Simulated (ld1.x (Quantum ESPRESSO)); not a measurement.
## Ranking TM potentials for hafnium (Hf)

All share these settings but for the change named:

- Element: Hf
- Generator: ld1.x (Quantum ESPRESSO) 7.5
- Type: norm-conserving Troullier–Martins (Kleinman–Bylander form)
- Functional: PBE
- Relativity: scalar-relativistic
- Frozen core: [Xe] 4f14
- Valence charge: 4
- Reference configuration: 5d2 6s2 6p0
- Partial waves: 6p (bound, empty): rc 4.20 bohr; 5d (bound): rc 3.00 bohr; 6s (bound): rc 2.60 bohr
- Local potential: the s channel
- Core correction: none

Test errors are all-electron minus pseudo excitation energies from the reference, over 5d2 6s1 6p0; 5d2 6s0 6p0; 5d1 6s0 6p0; 5d2 6s0 6p2; 5d2 6s1.5 6p0; 5d2 6s1 6p1; 5d2 6s0 6p1. None of these files shows a bound ghost.

The base gives 302.2 meV.

Of 8 variants that were run, those that failed, showed a ghost or another fault, or gave nearly equal values are left out.

A variant can come out equal or close to the base, since the largest error may sit in a test that the change hardly touches while other tests move.

(1) Rank these variants by their largest absolute test error, smallest first.
A. local potential the p channel
B. all radii scaled by about 1.07 (s 2.78, p 4.48, d 3.20 bohr)
C. core correction a·sin(br)/r model core inside 3.14 bohr
D. wave 6s (bound): rc 2.60 bohr becomes 6s (bound): rc 3.96 bohr

## Answers

(1) C (64.4 meV), D (99.1 meV), A (232.4 meV), B (309.8 meV).
